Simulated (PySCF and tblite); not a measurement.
Values are calculated unless marked as measured or tabulated.
System: C₆H₁₁N, numbered as in [CH2:1]=[C:2]1[CH2:3][NH:4][C@H:5]([CH3:6])[CH2:7]1.

Motion: pyramidal inversion at N4. GFN2-xTB gives an electronic barrier of 5.6 kcal/mol and a reaction energy of 0.8 kcal/mol.

What does PBE0/pcSseg-1 + D3(BJ) give on GFN2-xTB geometries?

A barrier of 4.7 kcal/mol, 0.9 below the tight-binding barrier (from unrounded values), a reaction energy of -0.2 kcal/mol and, with GFN2-xTB thermal terms, ΔG‡(298 K) = 3.0 kcal/mol and k = 3.7×10¹⁰ s⁻¹ (1 equivalent path).

Programs: tblite and PySCF.
